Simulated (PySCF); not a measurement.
**Correlation energy of In⁺ (indium, charge +1)**

[Kr] 4d10 5s2, closed-shell 1S. Computed with PySCF 2.14 in aug-cc-pwCVDZ-PP with ECP28MDF, with a scalar-relativistic core potential. Frozen: 4s2 4p6 4d10; 2 electrons correlated.

With two correlated electrons CCSD is exact within the correlated space (frozen core and kept virtual orbitals).

```
level  correlation energy (mhartree)
 CCSD                         -32.49
```

Diagnostics: T1 = 0.0061, D1 = 0.0087, largest double amplitude 0.096.

Is a single reference adequate?

Mostly. T1 lies below 0.03, but a double amplitude of this size points to a near-degeneracy that CCSD handles and MP2 describes poorly.
